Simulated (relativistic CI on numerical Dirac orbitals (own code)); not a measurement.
# Forbidden lines of Hg27+

Calculated at this level of theory: Dirac-Coulomb-Breit CI, separate exchange-only KLI orbitals for each configuration, QED by a radiative potential, unscaled Slater integrals (own radial code, finite nucleus).

Configuration list (outside the closed core [Ar] 3d10 4p6 4d10): 4s²4f⁷, 4s²4f⁶5s, 4s²4f⁵5s², 4s4f⁸, 4f⁹. Levels of other configurations are missing.

```csv
λ vac (Å),Lower,Upper,Type,A (s⁻¹),E lower (eV),E upper (eV)
817.41,4s²4f⁷ ⁸S°7/2 [1],4s²4f⁷ ⁶D°5/2 [16],M1,1.42e+03,0.0000,15.1679
834.09,4s²4f⁷ ⁸S°7/2 [1],4s²4f⁷ ⁶I°7/2 [13],M1,3.55e+02,0.0000,14.8646
897.26,4s²4f⁷ ⁸S°7/2 [1],4s²4f⁷ ⁶D°7/2 [12],M1,1.28e+03,0.0000,13.8181
972.42,4s²4f⁷ ⁸S°7/2 [1],4s²4f⁷ ⁶D°9/2 [11],M1,3.11e+02,0.0000,12.7501
1203.0,4s²4f⁷ ⁸S°7/2 [1],4s²4f⁷ ⁶I°7/2 [4],M1,7.94e+02,0.0000,10.3058
1255.0,4s²4f⁷ ⁸S°7/2 [1],4s²4f⁷ ⁶P°5/2 [3],M1,3.07e+03,0.0000,9.8793
1558.3,4s²4f⁷ ⁸S°7/2 [1],4s²4f⁷ ⁴D°7/2 [2],M1,2.12e+03,0.0000,7.9561
1777.8,4s²4f⁷ ⁴D°7/2 [2],4s²4f⁷ ⁴G°5/2 [14],M1,1.23e+03,7.9561,14.9303
1794.7,4s²4f⁷ ⁴D°7/2 [2],4s²4f⁷ ⁶I°7/2 [13],M1,6.69e+02,7.9561,14.8646
1894.4,4s²4f⁷ ⁶P°5/2 [3],4s²4f⁷ ⁶G°3/2 [21],M1,6.49e+02,9.8793,16.4241
1973.7,4s²4f⁷ ⁶I°9/2 [5],4s²4f⁷ ⁴G°11/2 [23],M1,4.67e+02,10.8563,17.1380
2247.8,4s²4f⁷ ⁶P°5/2 [3],4s²4f⁷ ⁶D°3/2 [17],M1,8.43e+02,9.8793,15.3951
2447.0,4s²4f⁷ ⁶I°11/2 [8],4s²4f⁷ ⁴H°13/2 [22],M1,3.41e+02,11.8827,16.9495
2454.7,4s²4f⁷ ⁶P°5/2 [3],4s²4f⁷ ⁴G°5/2 [14],M1,1.12e+03,9.8793,14.9303
2609.5,4s²4f⁷ ⁶D°9/2 [11],4s²4f⁷ ⁴G°9/2 [25],M1,9.85e+02,12.7501,17.5014
2705.7,4s²4f⁷ ⁶I°15/2 [10],4s²4f⁷ ⁴H°13/2 [22],M1,4.35e+02,12.3672,16.9495
2719.7,4s²4f⁷ ⁶I°7/2 [4],4s²4f⁷ ⁶I°7/2 [13],M1,2.18e+03,10.3058,14.8646
2734.1,4s²4f⁷ ⁶I°17/2 [7],4s²4f⁷ ⁴N°17/2 [19],M1,7.60e+02,11.3165,15.8512
4275.1,4s²4f⁷ ⁴D°7/2 [2],4s²4f⁷ ⁶I°9/2 [5],M1,2.50e+02,7.9561,10.8563
5276.6,4s²4f⁷ ⁴D°7/2 [2],4s²4f⁷ ⁶I°7/2 [4],M1,4.38e+02,7.9561,10.3058
```

Terms are leading LS components. Brackets give the number of a level in order of energy, since labels repeat. The list gives strong lines, with weight on those to low levels, among the lowest 200 of 1875 levels, so that lines to higher ones, which can be the strongest, are missing. Levels whose partners in the same complex of configurations lie outside the list can be far off, and so can their lines. Rates are taken at the computed energies, electric ones in the length gauge.

At this charge energies of transitions that change n are usually good to better than 1 %, and those within a shell (Δn = 0) to a few per cent. Terms inside the open d or f shell come out 10 to 20 % too wide with unscaled integrals.

LS names give the leading component of a level, which can be under half, so a name can repeat, a term be missing and a line seem to break the LS rules.
